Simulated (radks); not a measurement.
The antimony anion Sb3-, [Xe], held by a Watson sphere: a shell of charge +3 at radius R that stands for the Madelung well of a crystal (potential energy -3/R inside, -3/r outside, in hartree with lengths in bohr). All-electron calculation, scalar-relativistic Kohn-Sham, PBEsol, spin-polarised, spherical densities, finite nucleus; Fermi nuclear charge, rms radius of each element as measured or else 0.836 A^(1/3) + 0.57 fm. Program: a radial shooting solver on a logarithmic mesh with Libxc functionals. Response by self-consistent Sternheimer equations with the Hartree and adiabatic LDA kernel, the relativistic mass of each level held fixed and spin-orbit coupling left out. The sphere does not respond.

R (bohr)  e(4d) (eV)  e(5s) (eV)  e(5p) (eV)  <r> 5p (bohr)  sum of <r^2> (bohr^2)  X-ray form factor at sin(theta)/lambda = 0.2 1/angstrom  alpha (bohr^3)
3.28         -31.528     -12.942      -5.892          3.061                  98.55                                                   40.742           76.07
3.39         -31.393     -12.699      -5.721          3.104                  100.6                                                   40.732           81.42
3.44         -31.336     -12.592      -5.644          3.124                  101.6                                                   40.729           83.99
3.72         -31.057     -12.042      -5.228          3.234                  106.9                                                   40.723           99.93
5.49         -30.035      -9.977      -3.251          3.887                  143.8                                                   40.848           288.9
